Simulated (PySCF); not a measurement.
CH3AlBr2O, SMILES C[O][Al]([Br])[Br].

The structure is a stationary point at PBE0-D3(BJ)/def2-SVP. The values are those of a single conformer.

The numbers are results of B3LYP/def2-TZVP (PySCF), not measurements.

Symmetry labels are those of the subgroup Cs that the program uses (full group Cs).

Question: List the valence orbital energies around the gap with their symmetry. (Estimate from the structure and the level; the computed values follow.)

Answer: 
```json
[
 {"orbital": "HOMO−7", "symmetry": "A'", "energy (eV)": "-11.17"},
 {"orbital": "HOMO−6", "symmetry": "A'", "energy (eV)": "-9.96"},
 {"orbital": "HOMO−5", "symmetry": "A\"", "energy (eV)": "-9.08"},
 {"orbital": "HOMO−4", "symmetry": "A'", "energy (eV)": "-8.83"},
 {"orbital": "HOMO−3", "symmetry": "A\"", "energy (eV)": "-8.57"},
 {"orbital": "HOMO−2", "symmetry": "A'", "energy (eV)": "-8.57"},
 {"orbital": "HOMO−1", "symmetry": "A\"", "energy (eV)": "-8.30"},
 {"orbital": "HOMO", "symmetry": "A'", "energy (eV)": "-8.23"},
 {"orbital": "LUMO", "symmetry": "A'", "energy (eV)": "-1.35"},
 {"orbital": "LUMO+1", "symmetry": "A\"", "energy (eV)": "-0.88"},
 {"orbital": "LUMO+2", "symmetry": "A'", "energy (eV)": "0.91"},
 {"orbital": "LUMO+3", "symmetry": "A'", "energy (eV)": "1.37"}
]
```
